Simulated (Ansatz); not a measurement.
A structure drawn as `O[SiH2][SiH]([SiH3])Cl`, with this starting geometry:

```xyz
12

O    -2.1128   -1.4073    1.4716
Si   -1.2053   -0.1451    1.0569
Si    0.2149   -0.6591   -0.6627
Si    1.4273    1.2882   -1.1320
Cl    1.4610   -2.2006   -0.1722
H    -1.6472   -2.1682    2.0119
H    -2.1182    0.9588    0.6486
H    -0.3963    0.2709    2.2009
H    -0.5707   -1.1013   -1.9360
H     2.3539    1.0993   -2.1833
H     2.1196    1.6784    0.1573
H     0.4740    2.3860   -1.4610
```

Total charge 0; spin multiplicity 1.

Q: Relax it with Ansatz at PBE-D4/def2-SVP and then PBE0-D4/def2-TZVP. Is the drawn bonding still there?

A: Yes, every drawn bond is still there and no new one forms.

Q: Give the relaxed structure. (An estimate is asked.)

A: Computed: 
Z-matrix (Å, degrees):
```
Si
Si 1 2.349
O 1 1.649 2 109.1
H 1 1.491 2 107.9 3 121.9
H 1 1.484 2 112.0 3 -118.2
Cl 2 2.089 1 103.4 3 -41.6
Si 2 2.339 1 115.4 3 -159.6
H 2 1.489 1 112.3 3 72.6
H 3 0.960 1 116.4 2 42.4
H 7 1.486 2 110.6 1 175.8
H 7 1.488 2 109.0 1 -64.1
H 7 1.486 2 109.3 1 55.1
```
No frequency check was run.

Atoms count as bonded under 1.1 times the sum of their covalent radii (H–H under 0.85 Å, pairs among N, O and F under 1.55 Å), and a drawn bond as lost past 1.3 times.
